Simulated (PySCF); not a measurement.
MF for M along group 13

PBE0 with double-zeta basis sets in PySCF, for the lowest determinant that a PBE0 search found; no spin–orbit coupling. De refers to high-spin ground-configuration atoms. A positive dipole means M(−)F(+).

```csv
M,basis,state (unpaired electrons),Re (Å),ωe (cm⁻¹),De (eV),μ (D)
B,x2c-SVPall,singlet (closed shell),1.263,1427,7.85,1.20
Al,def2-SVPD,singlet (closed shell),1.698,765,6.74,-1.66
Ga,def2-SVP,singlet (closed shell),1.779,658,5.93,-1.88
In,def2-SVP,singlet (closed shell),1.996,565,5.26,-2.86
Tl,def2-SVP,singlet (closed shell),2.095,512,4.86,-3.67
```

(1) By what factor does the well depth vary along the series?

The rows differ in basis set, which adds steps of its own.

Down a group the atoms grow and get heavier, so bonds lengthen and wavenumbers fall; this series shows no clear exception.

Spin–orbit coupling is left out, which matters for elements this heavy, above all for dissociation energies.

Results:

(1) At PBE0 it runs from 4.86 eV (TlF) to 7.85 eV (BF), a factor of 1.62.
